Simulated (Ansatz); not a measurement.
`BOC[SiH2]Br`. The species carries charge 0 and has multiplicity 1. The geometry is a stationary point of PBE0-D4/def2-TZVP. It is one conformer, not always the lowest.

```xyz
11

B    -1.912   -0.511    0.478
O    -0.620   -0.850    0.629
C     0.402    0.125    0.739
Si    1.429    0.188   -0.842
Br    0.093    0.773   -2.515
H    -2.238    0.646    0.502
H    -2.688   -1.410    0.343
H     1.053   -0.152    1.577
H    -0.018    1.115    0.952
H     2.009   -1.136   -1.160
H     2.491    1.214   -0.703
```

Problem. What is the dipole moment at B3LYP/def2-TZVPP? (Best estimate.)

Solution. Ansatz gave: 2.23 D, with components (1.61, 0.69, 1.38) D in this frame, pointing from negative to positive charge.

Problem. And with PBE, r2SCAN, ωB97M-V? (An estimate is asked.)

Solution. Ansatz gave: PBE 2.19 D, r2SCAN 2.22 D, ωB97M-V 2.25 D.

Problem. Give the Mulliken charges with B3LYP, r2SCAN, PBE in def2-TZVPP. (Best estimate.)

Solution. Ansatz gave: 
```tsv
atom	B3LYP	r2SCAN	PBE
B1	0.05	0.12	0.03
O2	-0.27	-0.27	-0.18
C3	-0.06	-0.02	-0.06
Si4	0.39	0.41	0.32
Br5	-0.22	-0.22	-0.19
H6	0.00	-0.03	-0.02
H7	0.02	-0.01	0.00
H8	0.11	0.08	0.11
H9	0.09	0.07	0.09
H10	-0.05	-0.05	-0.04
H11	-0.06	-0.06	-0.05
```

B3LYP here is the variant with VWN-RPA as its local correlation; programs differ in this.
